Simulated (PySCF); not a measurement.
Input of a run (PBE0-D3(BJ)/def2-SVP geometry optimisation, gas phase, def2 core potentials past Kr (PySCF 2.14.0)), started from GFN2-xTB:
```
{"job": {"xc": "PBE0", "basis": "def2-SVP", "d3": "d3bj", "grid": 1, "maxiter": 30, "shake": 0.03, "kind": "geom"}, "charge": 0, "multiplicity": 1}
Zr    -0.314590     0.515250    -1.112120
O     -0.410310     0.622370     0.726320
C      0.250650    -0.492890     1.216330
H     -0.054590    -1.417600     0.866280
H      0.246650    -0.486680     2.306470
H      1.364390    -0.418570     0.931020
F      1.444470     0.500990    -1.613260
F     -1.204680     2.104690    -1.801110
F     -1.189250    -0.996990    -1.545590
```

Output (energies in Eh, forces in Eh/bohr):
```
step   0  E = -461.25010525  max force = 0.091947
step   1  E = -461.27331762  max force = 0.027945
step   2  E = -461.27779802  max force = 0.010329
step   3  E = -461.28016898  max force = 0.015630
step   4  E = -461.28214919  max force = 0.011174
step   5  E = -461.28532805  max force = 0.013148
step   6  E = -461.26845340  max force = 0.041653
step   7  E = -461.28101136  max force = 0.026851
step   8  E = -461.28794096  max force = 0.009114
step   9  E = -461.28879973  max force = 0.012787
step  10  E = -461.28966313  max force = 0.009868
step  11  E = -461.29043197  max force = 0.003568
step  12  E = -461.29077235  max force = 0.003246
step  13  E = -461.29098847  max force = 0.004065
step  14  E = -461.29109714  max force = 0.002357
step  15  E = -461.29116893  max force = 0.001559
step  16  E = -461.29078303  max force = 0.010158
step  17  E = -461.29112647  max force = 0.002089
step  18  E = -461.29123405  max force = 0.000835
step  19  E = -461.29123780  max force = 0.000233
optimisation converged
```

Summarise the run.

The energy falls by 25.8 kcal/mol over 20 energy and gradient evaluations, the largest force component goes from 0.0919 to 2.3e-04 Eh/bohr, and the atoms move by 0.769 Å rms after alignment. The bond that changes most is Zr1–F9 (ends: zirconium bonded to 3 F and O; fluorine bonded to Zr), which lengthens by 0.107 Å. Bonds longer at the end by more than 0.005 Å: 5 of 8; shorter: 2. Among the angles that change most is Zr1–O2–C3, from 106.3° to 176.8°. The energy rose by more than 1e-6 Eh at steps 6 and 16. The first step brought 56 % of the lowering.

What are the final bond lengths?

Zr1–O2 1.897 Å, Zr1–F7 1.908 Å, Zr1–F8 1.907 Å, Zr1–F9 1.907 Å, O2–C3 1.389 Å, C3–H4 1.103 Å, C3–H5 1.103 Å, C3–H6 1.103 Å. Numbering counts from 1 in the input's order; the species is `C[O][Zr]([F])([F])[F]` (Zr(OMe)F3).

The run used 116 basis functions and 155 SCF cycles in all. Time: 3.4 min wall; peak memory 0.47 GiB. Hardware: one thread of an Arm Neoverse N1 (shared host).

No PBE0-D3(BJ)/def2-SVP frequencies stand behind this structure, so it isn't proved a minimum.
